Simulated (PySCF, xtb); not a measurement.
C₄H₇BFN, SMILES NC=C=CB(F)C.

GFN2-xTB (xtb) at its own geometry gives an orbital gap of 2.67 eV and a dipole moment of 2.91 D.

The structure is a stationary point at B3LYP-D3(BJ)/def2-SVP. The structure was generated by enumeration; whether it is a known compound was not checked. The values are those of a single conformer.

Problem. What does PBE/def2-TZVP (PySCF) give? (Estimate from the structure and the level; the computed values follow.)

Solution. gap 2.82 eV (levels -5.00 and -2.18 eV), dipole 2.94 D.
